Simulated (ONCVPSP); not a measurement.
**Potentials for sulfur compared**

Generated with ld1.x 7.5 (TM, RRKJ, ultrasoft, PAW), atompaw 4.2 or ONCVPSP 4.0.1. The cutoff is in Ry: for ld1.x and atompaw files where the sum of valence levels is converged to 10 mRy in a Bessel basis, for ONCV files where the hardest occupied wave has 1 mHa per electron of residual kinetic energy. The error is the largest all-electron minus pseudo excitation energy over each file’s own four to seven test configurations (ionisations up to +4, promotions, holes and added fractions of an electron), all of which were solved. The labels leave out finer settings (local radius, basis sizes, second energies), which also bear on the numbers. Spin-polarised tests are not counted. The rows are a selection from randomly drawn settings: files with unsolved tests, undetermined cutoffs or missed reference levels are left out.

A true bound ghost makes a file unfit for plane-wave use even where its test errors are small: the radial tests pick states by their node count and pass the ghost by.

```csv
potential,cutoff (Ry),largest error (meV),bound ghosts
"ONCV, PBEsol, scalar-relativistic, rc 1.40/1.65 (sp), local smoothed, core correction yes, reference 3s2 3p2, qcut 5.8/4.1, projectors 2/2",27,+14,none
"ONCV, PBE, non-relativistic, rc 1.30/1.60/1.30 (spd), local smoothed, core correction yes, reference 3s2 3p3.5, qcut 6.2/6.1/6.4, projectors 2/1/1",27,+15,none
"ONCV, Wu-Cohen, scalar-relativistic, rc 1.25/1.10 (sp), local smoothed, core correction no, reference 3s2 3p3, qcut 4.6/8.5, projectors 2/1",71,+150,none
"ONCV, LDA (Perdew-Wang 92), scalar-relativistic, rc 1.58/1.35 (sp), local smoothed, core correction yes, reference 3s2 3p1, qcut 6.5/5.4, projectors 2/2",30,+63,none
"ONCV, PBE, scalar-relativistic, rc 1.40/1.40 (sp), local smoothed, core correction yes, reference 3s2 3p3, qcut 4.7/6.4, projectors 2/2",28,+44,none
"ONCV, PBE, fully relativistic, rc 0.95/0.70 (sp), local smoothed, core correction yes, reference 2s2 2p6 3s2 3p4, qcut 13.9/21, projectors 2/2",339,+15,none
"ONCV, PBEsol, scalar-relativistic, rc 1.40/1.15 (sp), local smoothed, core correction yes, reference 3s2 3p3.5, qcut 4.2/6.4, projectors 2/2",166,+119,p
```

Task: Fill in the row for S: ONCV, BLYP, scalar-relativistic, rc 0.85/0.85/0.80 (spd), local smoothed, core correction yes, reference 2s2 2p6 3s1 3p5, qcut 17.4/14.6/10.8, projectors 2/2/2.

Result: cutoff 195 Ry, largest error +49 meV, bound ghosts: none.
